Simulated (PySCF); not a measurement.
Molecule: C3H8B (charge -1, singlet). It need not be the lowest isomer of its formula. Whether it binds its extra electron was not tested at this geometry. SMILES: [CH2-]B(C)C
Geometry from a B3LYP-D3(BJ)/def2-TZVP (Ansatz) optimisation:
```
B
C 1 1.4519
H 2 1.0928 1 123.56
H 2 1.0928 3 112.88 1 180.00
C 1 1.6199 2 122.78 3 180.00
H 5 1.0965 1 112.50 2 0.00
H 5 1.1013 6 107.18 1 123.64
H 5 1.1013 6 107.18 7 112.71
C 1 1.6199 2 122.78 3 0.00
H 9 1.0965 1 112.50 2 0.00
H 9 1.1013 10 107.18 1 123.64
H 9 1.1013 10 107.18 11 112.71
```
Charge -1, spin multiplicity 1.

Dispersion corrections to the total energy (kcal/mol) from the dftd3 and dftd4 libraries through PySCF: D3(BJ) without and D4 with the three-body term, each with the damping fitted for the functional named.

```
functional  D3(BJ)     D4
----------  ------  -----
PBE          -4.66  -5.25
PBE0         -3.97  -4.40
B3LYP        -7.83  -8.33
TPSS             ?  -7.09
PW6B95       -2.18      ?
CAM-B3LYP    -3.47  -4.38
B2PLYP       -3.55      ?
```

Fill in the missing entries.


- TPSS, D3(BJ): -5.78
- PW6B95, D4: -4.50
- B2PLYP, D4: -3.67
